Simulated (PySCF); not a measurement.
Correlation energy of Tl (thallium, neutral)

[Xe] 4f14 5d10 6s1 6p1 6d1, one real determinant (an excited configuration). Calculation: PySCF 2.14, in aug-cc-pwCVTZ-PP with ECP60MDF (8s7p6d4f1g, 96 functions); scalar relativity through the core potential. Frozen: 5s2 5p6 5d10; 3 electrons correlated.

| level | correlation energy (mhartree) |
| --- | --- |
| CCSD | -8.90 |
| (T) | -0.50 |
| CCSD(T) | -9.40 |

Diagnostics: T1 = 0.020, D1 = 0.0468, largest double amplitude 0.196.

The real determinant used has ⟨L²⟩ near 8 against 12 for a pure F term, so it mixes terms. Spin-orbit coupling, absent here, splits the open shell strongly. The outer electron is Rydberg-like, and this basis confines it to a smaller radius and binds it less than a complete one would. A double-excitation amplitude exceeds 0.15, a sign of near-degeneracy.

Cost of the coupled-cluster step: about 20 core-seconds, for 3 correlated electrons.

The reference is one real determinant that mixes LS terms of this configuration.
